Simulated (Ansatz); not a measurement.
CH5FSiSn (`F[CH]1[SiH2][SnH2]1`), one more setting.

```yaml
crystal:
  periodic: [false, false, false]
  atoms:
    - {symbol: F, position_ang: [-1.949443, 1.049534, -0.037650]}
    - {symbol: C, position_ang: [-0.742017, 0.559990, -0.468810]}
    - {symbol: Si, position_ang: [0.864161, 0.885082, 0.469855]}
    - {symbol: Sn, position_ang: [0.122369, -1.442025, -0.042738]}
    - {symbol: H, position_ang: [-0.647978, 0.691319, -1.551106]}
    - {symbol: H, position_ang: [1.933766, 1.754353, -0.088732]}
    - {symbol: H, position_ang: [0.612224, 1.163122, 1.904614]}
    - {symbol: H, position_ang: [0.410587, -2.357215, -1.443837]}
    - {symbol: H, position_ang: [-0.515270, -2.350462, 1.241405]}
basis:
  gaussian: {orbitals: def2-TZVP}
total_charge: -1
magnetization: {spin_polarized: false, initial_magnetization: 1}
hamiltonian: {xc: {name: wB97X}}
output: {forces: true}
```

```sh
$ ansatz run in.yaml --threads 4 --pin off --events-out ev --progress --plain --max-ram 10444MiB
```

Shortened log:

```
Functional definition: wB97X
1240 factors; their error is unknown
306 factors; integrals over basis functions are off by at most 9.4e-6 eV
mean field evaluation 1: about -17541.8613 eV, gradient 2.5e1 eV
mean field evaluation 2: about -17542.5744 eV, gradient 2.4e1 eV
mean field evaluation 4: about -17543.4371 eV, gradient 1.2e0 eV
mean field evaluation 8: about -17543.4435 eV, gradient 1.4e-1 eV
mean field evaluation 16: about -17543.5105 eV, gradient 3.6e-3 eV
mean field evaluation 32: about -17543.5105 eV, gradient 4.0e-5 eV
mean field -17543.51045960 eV, -644.7121179720 hartree, gradient 2.3e-5 eV, S^2 0.750000; 4 other end points of the search recorded, 0 dependent functions left out
reference -17543.51043218 eV, -644.7121169641 hartree; 29, 28 occupied and 150, 151 virtual orbitals, 1240 factors
Total energy: -17543.51043218 eV, -644.7121169641 hartree
Atom 0 at    -1.949443     1.049534    -0.037650 Å, force    -0.964506     0.484295     0.201373 eV/Å
Atom 1 at    -0.742017     0.559990    -0.468810 Å, force     0.906241    -0.588560    -0.106287 eV/Å
Atom 2 at     0.864161     0.885082     0.469855 Å, force     0.876051     1.013825     0.076514 eV/Å
Atom 3 at     0.122369    -1.442025    -0.042738 Å, force     0.990750    -1.419412     0.283332 eV/Å
Atom 4 at    -0.647978     0.691319    -1.551106 Å, force    -0.008730     0.031570    -0.001390 eV/Å
Atom 5 at     1.933766     1.754353    -0.088732 Å, force    -0.123767     0.890062    -0.025812 eV/Å
Atom 6 at     0.612224     1.163122     1.904614 Å, force    -0.137313     0.210784     0.083034 eV/Å
Atom 7 at     0.410587    -2.357215    -1.443837 Å, force    -0.590066    -0.287165    -0.684861 eV/Å
Atom 8 at    -0.515270    -2.350462     1.241405 Å, force    -0.948660    -0.335400     0.174097 eV/Å
Dipole moment:    -0.084404    -0.159953    -0.210382 e Å
```

Run time 25 s (4 threads of an Arm Neoverse V2 on a shared host); peak host memory 1 GiB.
